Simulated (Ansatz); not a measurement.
Calculated with Ansatz (gas phase, PBE0-D4/def2-TZVP geometries, no zero-point term in ΔE). CBS: MP2 limit from def2 TZ/QZ plus the TZ coupled-cluster correction, frozen cores. DFT in def2-TZVPP. B3LYP here is the variant with VWN-RPA as its local correlation; programs differ in this. For Ge outer-core shells are correlated without core-valence functions, which leaves a few kJ/mol of doubt a bond. Scalar relativity is left out up to krypton. Each species was taken in one conformer, which may not be the lowest.

`[GeH3][GeH2][GeH2][GeH3]` + `[SiH3][GeH3]` → `[SiH3][GeH2][GeH2][GeH3]` + `[GeH3][GeH3]`  (formal exchange of groups at a Ge–Ge bond)

| level | ΔE (eV) |
| --- | --- |
| revPBE-D4 | 0.00 |
| B3LYP-D4 | 0.00 |
| r2SCAN0-D4 | 0.00 |
| CAM-B3LYP | 0.00 |

Task: What does CCSD(T)/CBS give? (Estimate.)

Result: Computed: 0.00 eV. The listed levels differ from it by 0.00, 0.00, 0.00, 0.00 eV.

Task: What do rigid-rotor, harmonic-oscillator terms from PBE0-D4/def2-TZVP frequencies (298.15 K, 1 bar) make of the CCSD(T)/CBS value? (An estimate is asked.)

Result: Computed: ΔZPE = 0.00 eV, ΔH = +0.01 eV, ΔS = 0 J/(mol·K), ΔG = +0.01 eV. Modes under 50 cm⁻¹ make the entropy rough.

Largest T1 diagnostic among the species: 0.012.

Leaving LDA and LC-ωPBE aside and taking each functional with its dispersion term where it has one, the values, not all of them listed here, spread over 0.01 eV, from revPBE-D4 to BHLYP-D4.
